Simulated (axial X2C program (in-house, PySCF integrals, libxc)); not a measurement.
InC along the bond: HF, two-component

Computed with an in-house all-electron X2C program for linear molecules (integrals from PySCF). Two-component (2c) means X2C with spin–orbit coupling and atomic mean-field two-electron Coulomb and Gaunt terms. Basis: In dyall-cv3z [11s12p9d4f1g], C dyall-v3z [7s6p2d1f] (cores contracted in-house); Gaussian nuclei, density fitting, unrestricted open shells. Masses: In 114.904 u, C 12.000 u.

State: Ω = 3/2 (⟨Sz⟩ = 1.50, ⟨Lz⟩ = 0.00 at HF). Dipoles are positive if C is the positive end.

| R (Å) | μ (D) | HOMO (eV) | LUMO (eV) |
| --- | --- | --- | --- |
| 1.922 | -0.753 | -8.20 | 0.24 |
| 2.010 | -1.249 | -8.29 | 0.25 |
| 2.076 | -1.648 | -8.36 | 0.25 |
| 2.143 | -2.059 | -8.41 | 0.24 |
| 2.209 | -2.480 | -8.45 | 0.23 |
| 2.286 | -2.975 | -8.47 | 0.20 |
| 2.364 | -3.468 | -8.45 | 0.17 |
| 2.463 | -4.089 | -8.39 | 0.11 |
| 2.584 | -4.810 | -8.23 | 0.04 |
| 2.761 | -5.726 | -7.89 | -0.06 |

**Question.** The minimum lies at 2.231 Å. What is the dipole moment there, and its slope?

**Answer.** At HF, 2c, with the sign and origin stated: μ = -2.62 D, dμ/dR = -6.40 D/Å.

The state is one determinant whose occupation by symmetry is held fixed; it was picked as the lowest of a PBE0 search that is not exhaustive. With several unpaired electrons one determinant need not be a pure state. This is the top spin component of a Σ state; components of lower Ω are not single determinants and can lie lower.
